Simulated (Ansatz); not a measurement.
Consider the ligand exchange at the Al–F bond: `[F][Al]([Br])[Br]` + H₂S → `[SH][Al]([Br])[Br]` + H–F.

Gas-phase electronic energies from Ansatz, PBE0-D4/def2-TZVP geometries. CCSD(T)/CBS is the MP2 limit (def2-TZVPP, def2-QZVPP) plus CCSD(T) − MP2 in def2-TZVPP, frozen cores. This one scheme is used for every species. Functionals use def2-TZVPP. B3LYP here is the variant with VWN-RPA as its local correlation; programs differ in this. HSE06 is defined as in plane-wave codes. For Br outer-core shells are correlated without core-valence functions, which leaves a few kJ/mol of doubt a bond. Scalar relativity is left out up to krypton. One conformer a species, not always the lowest.

```json
{"level": "LDA (SPW92)", "ΔE (kcal/mol)": "12.8", "difference from CCSD(T)/CBS": "-1.4"}
{"level": "PBE-D4", "ΔE (kcal/mol)": "12.5", "difference from CCSD(T)/CBS": "-1.7"}
{"level": "revPBE-D4", "ΔE (kcal/mol)": "12.2", "difference from CCSD(T)/CBS": "-2.0"}
{"level": "BLYP-D4", "ΔE (kcal/mol)": "15.9", "difference from CCSD(T)/CBS": "1.7"}
{"level": "r2SCAN-D4", "ΔE (kcal/mol)": "14.9", "difference from CCSD(T)/CBS": "0.7"}
{"level": "B97M-V", "ΔE (kcal/mol)": "16.2", "difference from CCSD(T)/CBS": "2.0"}
{"level": "B3LYP-D4", "ΔE (kcal/mol)": "15.6", "difference from CCSD(T)/CBS": "1.4"}
{"level": "r2SCANh-D4", "ΔE (kcal/mol)": "14.6", "difference from CCSD(T)/CBS": "0.4"}
{"level": "r2SCAN0-D4", "ΔE (kcal/mol)": "14.2", "difference from CCSD(T)/CBS": "0.0"}
{"level": "HSE06-D4", "ΔE (kcal/mol)": "12.1", "difference from CCSD(T)/CBS": "-2.1"}
{"level": "BHLYP-D4", "ΔE (kcal/mol)": "15.7", "difference from CCSD(T)/CBS": "1.5"}
{"level": "CAM-B3LYP-D4", "ΔE (kcal/mol)": "17.1", "difference from CCSD(T)/CBS": "2.9"}
{"level": "ωB97X-V", "ΔE (kcal/mol)": "15.5", "difference from CCSD(T)/CBS": "1.3"}
{"level": "ωB97M-V", "ΔE (kcal/mol)": "15.2", "difference from CCSD(T)/CBS": "1.0"}
{"level": "B2PLYP", "ΔE (kcal/mol)": "16.4", "difference from CCSD(T)/CBS": "2.2"}
{"level": "PBE-QIDH", "ΔE (kcal/mol)": "13.3", "difference from CCSD(T)/CBS": "-0.9"}
{"level": "PBE", "ΔE (kcal/mol)": "13.6", "difference from CCSD(T)/CBS": "-0.6"}
{"level": "revPBE", "ΔE (kcal/mol)": "13.9", "difference from CCSD(T)/CBS": "-0.3"}
{"level": "r2SCAN", "ΔE (kcal/mol)": "15.2", "difference from CCSD(T)/CBS": "1.0"}
{"level": "PBE0", "ΔE (kcal/mol)": "13.3", "difference from CCSD(T)/CBS": "-0.9"}
{"level": "B3LYP", "ΔE (kcal/mol)": "17.4", "difference from CCSD(T)/CBS": "3.2"}
{"level": "r2SCANh", "ΔE (kcal/mol)": "14.9", "difference from CCSD(T)/CBS": "0.7"}
{"level": "HSE06", "ΔE (kcal/mol)": "13.1", "difference from CCSD(T)/CBS": "-1.1"}
{"level": "BHLYP", "ΔE (kcal/mol)": "17.6", "difference from CCSD(T)/CBS": "3.4"}
{"level": "CAM-B3LYP", "ΔE (kcal/mol)": "18.2", "difference from CCSD(T)/CBS": "4.0"}
{"level": "LC-ωPBE", "ΔE (kcal/mol)": "15.4", "difference from CCSD(T)/CBS": "1.2"}
{"level": "RPA@PBE/def2-TZVPP", "ΔE (kcal/mol)": "15.7", "difference from CCSD(T)/CBS": "1.5"}
{"level": "HF/def2-SVP", "ΔE (kcal/mol)": "18.4", "difference from CCSD(T)/CBS": "4.2"}
{"level": "MP2/def2-SVP", "ΔE (kcal/mol)": "16.8", "difference from CCSD(T)/CBS": "2.6"}
{"level": "CCSD/def2-SVP", "ΔE (kcal/mol)": "17.9", "difference from CCSD(T)/CBS": "3.7"}
{"level": "CCSD(T)/def2-SVP", "ΔE (kcal/mol)": "17.4", "difference from CCSD(T)/CBS": "3.2"}
{"level": "HF/def2-TZVPP", "ΔE (kcal/mol)": "18.4", "difference from CCSD(T)/CBS": "4.2"}
{"level": "MP2/def2-TZVPP", "ΔE (kcal/mol)": "13.7", "difference from CCSD(T)/CBS": "-0.5"}
{"level": "SCS-MP2/def2-TZVPP", "ΔE (kcal/mol)": "15.5", "difference from CCSD(T)/CBS": "1.3"}
{"level": "CCSD/def2-TZVPP", "ΔE (kcal/mol)": "15.7", "difference from CCSD(T)/CBS": "1.5"}
{"level": "CCSD(T)/def2-TZVPP", "ΔE (kcal/mol)": "14.8", "difference from CCSD(T)/CBS": "0.6"}
{"level": "HF/def2-QZVPP", "ΔE (kcal/mol)": "19.2", "difference from CCSD(T)/CBS": "5.0"}
{"level": "MP2/def2-QZVPP", "ΔE (kcal/mol)": "13.7", "difference from CCSD(T)/CBS": "-0.5"}
{"level": "SCS-MP2/def2-QZVPP", "ΔE (kcal/mol)": "15.4", "difference from CCSD(T)/CBS": "1.2"}
{"level": "MP2/CBS(def2)", "ΔE (kcal/mol)": "13.1", "difference from CCSD(T)/CBS": "-1.1"}
{"level": "CCSD(T)/CBS", "ΔE (kcal/mol)": "14.2", "difference from CCSD(T)/CBS": "0"}
```

Question: What do rigid-rotor, harmonic-oscillator terms from PBE0-D4/def2-TZVP frequencies (298.15 K, 1 bar) make of the CCSD(T)/CBS value? (Best estimate.)

Answer: Computed: ΔZPE = +0.9 kcal/mol, ΔH = +15.4 kcal/mol, ΔS = -4 J/(mol·K), ΔG = +15.7 kcal/mol.

Largest T1 diagnostic among the species: 0.009.

Leaving LDA and LC-ωPBE aside and taking each functional with its dispersion term where it has one, the values spread over 5.0 kcal/mol, from HSE06-D4 to CAM-B3LYP-D4. LDA lies −0.8 kcal/mol from PBE without D4. At CCSD(T), def2-SVP lies +3.2 kcal/mol from the extrapolated value and def2-TZVPP +0.6 kcal/mol.
